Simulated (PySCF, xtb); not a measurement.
Re(O)3(Me) (CH3O3Re), SMILES [CH3][Re](=[O])(=[O])=[O], multiplicity 1.

Harmonic wavenumbers (cm⁻¹) from GFN2-xTB (xtb) at its own minimum, in rising order: 101, 169, 169, 214, 245, 246, 440, 801, 802, 876, 938, 939, 1256, 1411, 1411, 2995, 3012, 3013.

Task: What does r2SCAN-D4/def2-SVP (PySCF) give at its own minimum? (The exact figures need the calculation; the answer reports its results.)

Result: 191, 210, 210, 265, 329, 329, 583, 719, 719, 1002, 1002, 1029, 1211, 1395, 1395, 3030, 3156, 3156. Paired by order, the mean absolute difference is 76 cm⁻¹ and the zero-point energies are 27.2 and 28.5 kcal/mol.
